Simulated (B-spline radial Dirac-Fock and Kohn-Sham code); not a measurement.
## Kohn-Sham estimates against Dirac-Fock for the levels of Eu

System: the free europium atom, configuration [Xe] 4f5 5d2 6s2 (not the ground configuration).

The density-functional columns are spherical, spin-unpolarised Dirac-Kohn-Sham results without Breit or QED terms: −ε is minus the orbital energy of the initial state and ΔSCF the difference of two total energies. The reference in the last column comes from multi-electron Dirac-Fock with separately optimised hole states, Breit and Lamb-shift corrections added in first order. All numbers are from a radial atomic solver, in eV; a selection of levels is shown. The Kohn-Sham columns are given as differences from the reference. For the 1s level of heavy atoms much of the gap between ΔSCF and the reference is the Breit and QED part, -204.8 eV here; for other levels the error of the functional can be larger.

```tsv
level	LDA −ε − DF	LDA ΔSCF − DF	Dirac-Fock
1s	-256.1	+191.4	48536.6
2s	-140.6	-60.1	8078.8
2p1/2	-103.1	-1.0	7638.3
2p3/2	-110.0	-17.9	6998.0
3s	-70.0	-45.7	1829.6
3p1/2	-55.3	-29.5	1640.3
3p3/2	-54.3	-30.3	1507.6
3d3/2	-34.2	-6.0	1183.9
3d5/2	-34.9	-7.2	1155.9
4s	-33.0	-22.6	393.9
4p1/2	-25.7	-15.5	319.1
4p3/2	-25.8	-15.9	289.6
4d3/2	-12.7	-3.2	164.8
4d5/2	-12.8	-3.4	159.5
4f	-5.0	+3.0	20.06
5s	-9.0	-3.4	60.80
5p1/2	-4.7	+0.5	37.29
5p3/2	-4.8	+0.3	32.93
5d	-2.6	+1.1	6.45
6s	-0.9	+1.7	5.40
```

Values without a named source are computed, but for edge energies of neutral atoms, which are taken from tables.
